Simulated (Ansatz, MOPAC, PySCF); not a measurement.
Dimer: HF (SMILES F) (first 2 atoms) with AsH3 (SMILES [AsH3]); geometry from B3LYP-D3(BJ)/def2-TZVP, rigid monomers moved along the line of their centres of mass till H2···As3 is 2.75 Å.
(charge 0, multiplicity 1):
```xyz
6

F      0.3919    -0.7698    -0.4188
H      0.3315    -0.4354     0.4541
As     0.1560     0.5504     3.0197
H      1.3328     1.2092     3.7162
H     -0.1945    -0.3306     4.2049
H     -0.8245     1.6442     3.4014
```

Counterpoise-corrected where a basis set is named; no monomer relaxation. Rows marked so take none.

Rows in 3-21G carry no dispersion term and start afresh at each structure; the Pople sets are all-electron and without relativity. The state reached by AM1, PM3 isn't checked.

Programs: Ansatz (a first-principles code); MOPAC for AM1, PM3 (differences of heats of formation); PySCF for 3-21G rows. Each number belongs to the level named beside it.

One of these levels gives 1.88 kcal/mol for the interaction energy. Which?
A. PM3
B. HF/3-21G (no counterpoise)
C. AM1
D. PBE/def2-TZVPPD

A, PM3. The others give 0.00 (AM1), -3.75 (HF/3-21G (no counterpoise)), -4.13 (PBE/def2-TZVPPD)
